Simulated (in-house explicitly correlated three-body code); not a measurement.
Computed with an exponentially correlated three-body code. Model: two electrons around a point charge, non-relativistic, variational in 260 exponentially correlated functions (energies converged to about 1e-7 hartree, or 1e-8 relative for large Z).

For two electrons in a singlet the Kohn-Sham orbital is the square root of half the density, so the exact Kohn-Sham potential and energy parts follow from the density alone, and exchange is minus half the Hartree energy. The Kohn-Sham level equals minus the binding energy of the second electron.

Command:
```bash
python run_hyl.py task.json out
```
Settings (lengths in bohr, energies in hartree):
```
Z                      1.225
interaction_strength   1
functions              260
states_tried           13
```

Cost of the run: 69 s on 1 thread of Arm Neoverse N1, with other jobs on the host.

**Electric-dipole lines between converged S and P states, rate of the upper state's decay.**

Given: nuclear charge 1.225.

```json
{"s state": "2 3S", "p state": "2 3P", "p minus s (eV)": "0.19231", "oscillator strength from s": "0.86694", "rate (1/s)": "463720"}
{"s state": "2 3S", "p state": "4 3P", "p minus s (eV)": "?", "oscillator strength from s": "?", "rate (1/s)": "?"}
{"s state": "3 3S", "p state": "2 3P", "p minus s (eV)": "-0.053738", "oscillator strength from s": "-0.47642", "rate (1/s)": "59698"}
{"s state": "3 3S", "p state": "4 3P", "p minus s (eV)": "0.078643", "oscillator strength from s": "0.082301", "rate (1/s)": "7362.3"}
{"s state": "4 3S", "p state": "2 3P", "p minus s (eV)": "-0.11552", "oscillator strength from s": "-0.02012", "rate (1/s)": "11650"}
{"s state": "4 3S", "p state": "4 3P", "p minus s (eV)": "0.016863", "oscillator strength from s": "1.699", "rate (1/s)": "6987.7"}
```

Q: What belongs in the row 2 3S 4 3P?

A: p minus s (eV): 0.32469; oscillator strength from s: 0.0088164; rate (1/s): 13443.

**Exact Kohn-Sham parts of the ground state from its density.**

Computed: total energy -0.887297477 hartree; Kohn-Sham kinetic 0.85623 hartree; Hartree energy 1.0675 hartree; exchange energy -0.53376 hartree; DFT correlation energy -0.040468 hartree; potential part of the DFT correlation energy -0.071532 hartree; exact minus restricted Hartree-Fock -0.039939 hartree; restricted Hartree-Fock level -4.199 eV; dipole polarisability 26.402 bohr³; C6 of two such species 107.99 hartree·bohr⁶.

Q: What is the kinetic part of the DFT correlation energy?

A: 0.031064 hartree.

Q: What is the Kohn-Sham level?

A: -3.7276 eV.

**Functionals on the exact density and self-consistent, errors are functional minus exact, hybrids only self-consistent, a dash where a self-consistent run leaves the top level unbound.**

| result | exchange error (millihartree) | correlation error (millihartree) | functional driven error (millihartree) | density driven error (millihartree) | self consistent total error (millihartree) | top level plus exact binding (eV) |
| --- | --- | --- | --- | --- | --- | --- |
| B3LYP VWN-RPA | - | - | - | - | -11.143 | 2.759 |
| PW91 | -3.7346 | 2.9161 | -0.81858 | - | - | - |
| LDA PW92 | ? | ? | ? | ? | ? | ? |
| PBE0 | - | - | - | - | 3.3473 | 2.6485 |
| AM05 | 51.644 | -33.097 | 18.548 | - | - | - |
| PBE | -2.0945 | 5.0116 | 2.917 | - | - | - |
| BP86 | -7.7757 | -1.1637 | -8.9395 | -0.46015 | -9.3996 | 3.6511 |
| TPSS | -7.3903 | 3.5823 | -3.808 | -0.31137 | -4.1194 | 3.6749 |
| PBEsol | 23.384 | -3.5436 | 19.841 | - | - | - |
| r2SCAN | ? | ? | ? | ? | ? | ? |
| wB97X | - | - | - | - | -3.2514 | 0.09256 |
| revTPSS | -6.542 | -4.29e-05 | -6.542 | -0.21178 | -6.7538 | 3.5811 |
| RPBE | -11.79 | 5.0116 | -6.7788 | - | - | - |
| r2SCAN0 | - | - | - | - | 1.6824 | 2.4778 |
| OLYP | -7.1665 | 5.0237 | -2.1428 | - | - | - |
| SCAN | -7.4301 | 7.2898 | -0.1403 | -0.14926 | -0.28956 | 3.5614 |
| HSE06 | - | - | - | - | 2.8423 | 3.0492 |
| BLYP | -7.7757 | 5.0237 | -2.7521 | - | - | - |
| M06-L | -8.2605 | 7.3028 | -0.95773 | -2.256 | -3.2137 | 3.6453 |
| LDA VWN5 | 69.416 | -44.42 | 24.996 | -0.97317 | 24.022 | 3.7223 |

Q: What belongs in the row LDA PW92?

A: exchange error (millihartree): 69.416; correlation error (millihartree): -44.338; functional driven error (millihartree): 25.077; density driven error (millihartree): -0.98408; self consistent total error (millihartree): 24.093; top level plus exact binding (eV): 3.7217.

Q: What belongs in the row r2SCAN?

A: exchange error (millihartree): -7.4301; correlation error (millihartree): 7.2898; functional driven error (millihartree): -0.1403; density driven error (millihartree): -0.14926; self consistent total error (millihartree): -0.28956; top level plus exact binding (eV): 3.5614.

**Density and exact potentials over r, pair density (one pair, times 4 pi r12^2) and exact minus Kohn-Sham pair density over r12.**

```json
{"radius (bohr)": "0.178", "radial density (electrons/bohr)": "0.17439", "exchange potential (hartree)": "-0.8949", "intracule density (1/bohr)": "0.004608", "Coulomb hole against Kohn-Sham (1/bohr)": "-0.007265", "correlation potential (hartree)": "-0.059"}
{"radius (bohr)": "0.211", "radial density (electrons/bohr)": "0.2265", "exchange potential (hartree)": "-0.88852", "intracule density (1/bohr)": "0.0065995", "Coulomb hole against Kohn-Sham (1/bohr)": "-0.009925", "correlation potential (hartree)": "-0.055"}
{"radius (bohr)": "0.25", "radial density (electrons/bohr)": "0.28989", "exchange potential (hartree)": "-0.88012", "intracule density (1/bohr)": "0.0094502", "Coulomb hole against Kohn-Sham (1/bohr)": "-0.01344", "correlation potential (hartree)": "-0.05"}
{"radius (bohr)": "0.297", "radial density (electrons/bohr)": "0.36628", "exchange potential (hartree)": "-0.86898", "intracule density (1/bohr)": "0.01361", "Coulomb hole against Kohn-Sham (1/bohr)": "-0.01811", "correlation potential (hartree)": "-0.044"}
{"radius (bohr)": "0.352", "radial density (electrons/bohr)": "0.45251", "exchange potential (hartree)": "-0.8548", "intracule density (1/bohr)": "0.019483", "Coulomb hole against Kohn-Sham (1/bohr)": "-0.02398", "correlation potential (hartree)": "-0.036"}
{"radius (bohr)": "0.417", "radial density (electrons/bohr)": "0.54652", "exchange potential (hartree)": "-0.83686", "intracule density (1/bohr)": "0.027788", "Coulomb hole against Kohn-Sham (1/bohr)": "-0.03119", "correlation potential (hartree)": "-0.027"}
{"radius (bohr)": "0.494", "radial density (electrons/bohr)": "0.64346", "exchange potential (hartree)": "-0.81448", "intracule density (1/bohr)": "0.039439", "Coulomb hole against Kohn-Sham (1/bohr)": "-0.03968", "correlation potential (hartree)": "-0.017"}
{"radius (bohr)": "0.585", "radial density (electrons/bohr)": "0.73562", "exchange potential (hartree)": "-0.78714", "intracule density (1/bohr)": "0.055491", "Coulomb hole against Kohn-Sham (1/bohr)": "-0.049", "correlation potential (hartree)": "-0.006"}
{"radius (bohr)": "0.693", "radial density (electrons/bohr)": "0.81379", "exchange potential (hartree)": "-0.75431", "intracule density (1/bohr)": "0.077208", "Coulomb hole against Kohn-Sham (1/bohr)": "-0.05824", "correlation potential (hartree)": "0.007"}
{"radius (bohr)": "0.821", "radial density (electrons/bohr)": "0.86728", "exchange potential (hartree)": "-0.71585", "intracule density (1/bohr)": "0.10565", "Coulomb hole against Kohn-Sham (1/bohr)": "-0.06576", "correlation potential (hartree)": "0.018"}
{"radius (bohr)": "0.973", "radial density (electrons/bohr)": "0.88658", "exchange potential (hartree)": "-0.67185", "intracule density (1/bohr)": "0.14135", "Coulomb hole against Kohn-Sham (1/bohr)": "-0.06924", "correlation potential (hartree)": "0.029"}
{"radius (bohr)": "1.15", "radial density (electrons/bohr)": "?", "exchange potential (hartree)": "?", "intracule density (1/bohr)": "?", "Coulomb hole against Kohn-Sham (1/bohr)": "?", "correlation potential (hartree)": "?"}
{"radius (bohr)": "1.37", "radial density (electrons/bohr)": "0.80246", "exchange potential (hartree)": "-0.56959", "intracule density (1/bohr)": "0.22927", "Coulomb hole against Kohn-Sham (1/bohr)": "-0.05383", "correlation potential (hartree)": "0.041"}
{"radius (bohr)": "1.62", "radial density (electrons/bohr)": "0.70674", "exchange potential (hartree)": "-0.51528", "intracule density (1/bohr)": "0.27097", "Coulomb hole against Kohn-Sham (1/bohr)": "-0.03329", "correlation potential (hartree)": "0.04"}
{"radius (bohr)": "1.92", "radial density (electrons/bohr)": "?", "exchange potential (hartree)": "?", "intracule density (1/bohr)": "?", "Coulomb hole against Kohn-Sham (1/bohr)": "?", "correlation potential (hartree)": "?"}
{"radius (bohr)": "2.27", "radial density (electrons/bohr)": "0.45857", "exchange potential (hartree)": "-0.40547", "intracule density (1/bohr)": "0.31018", "Coulomb hole against Kohn-Sham (1/bohr)": "0.01822", "correlation potential (hartree)": "0.028"}
{"radius (bohr)": "2.7", "radial density (electrons/bohr)": "0.33078", "exchange potential (hartree)": "-0.35208", "intracule density (1/bohr)": "0.29008", "Coulomb hole against Kohn-Sham (1/bohr)": "0.03553", "correlation potential (hartree)": "0.019"}
{"radius (bohr)": "3.19", "radial density (electrons/bohr)": "0.22337", "exchange potential (hartree)": "-0.30444", "intracule density (1/bohr)": "0.24337", "Coulomb hole against Kohn-Sham (1/bohr)": "0.03909", "correlation potential (hartree)": "0.011"}
{"radius (bohr)": "3.78", "radial density (electrons/bohr)": "0.13657", "exchange potential (hartree)": "-0.26054", "intracule density (1/bohr)": "0.17832", "Coulomb hole against Kohn-Sham (1/bohr)": "0.03079", "correlation potential (hartree)": "0.006"}
{"radius (bohr)": "4.48", "radial density (electrons/bohr)": "0.074697", "exchange potential (hartree)": "-0.22163", "intracule density (1/bohr)": "0.11174", "Coulomb hole against Kohn-Sham (1/bohr)": "0.01713", "correlation potential (hartree)": "0.002"}
{"radius (bohr)": "5.31", "radial density (electrons/bohr)": "0.035771", "exchange potential (hartree)": "-0.18778", "intracule density (1/bohr)": "0.058491", "Coulomb hole against Kohn-Sham (1/bohr)": "0.005661", "correlation potential (hartree)": "0.001"}
{"radius (bohr)": "6.3", "radial density (electrons/bohr)": "0.014534", "exchange potential (hartree)": "-0.15857", "intracule density (1/bohr)": "0.024838", "Coulomb hole against Kohn-Sham (1/bohr)": "-0.0001182", "correlation potential (hartree)": "0"}
{"radius (bohr)": "7.46", "radial density (electrons/bohr)": "0.0049438", "exchange potential (hartree)": "-0.13401", "intracule density (1/bohr)": "0.0084983", "Coulomb hole against Kohn-Sham (1/bohr)": "-0.001329", "correlation potential (hartree)": "0"}
```

Q: What belongs in the row 1.15?

A: radial density (electrons/bohr): 0.86618; exchange potential (hartree): -0.62383; intracule density (1/bohr): 0.18267; Coulomb hole against Kohn-Sham (1/bohr): -0.06614; correlation potential (hartree): 0.037.

Q: What belongs in the row 1.92?

A: radial density (electrons/bohr): 0.58641; exchange potential (hartree): -0.45951; intracule density (1/bohr): 0.30139; Coulomb hole against Kohn-Sham (1/bohr): -0.006925; correlation potential (hartree): 0.035.

The density-driven part is never positive, since each functional's own density lowers its energy. Here it is small beside the functional-driven part (median ratio 0.067), the normal case. The correlation energy of density-functional theory lies 0.53 millihartree below exact minus Hartree-Fock, because the Hartree-Fock density, unlike the exact one, minimises the Hartree-Fock energy.
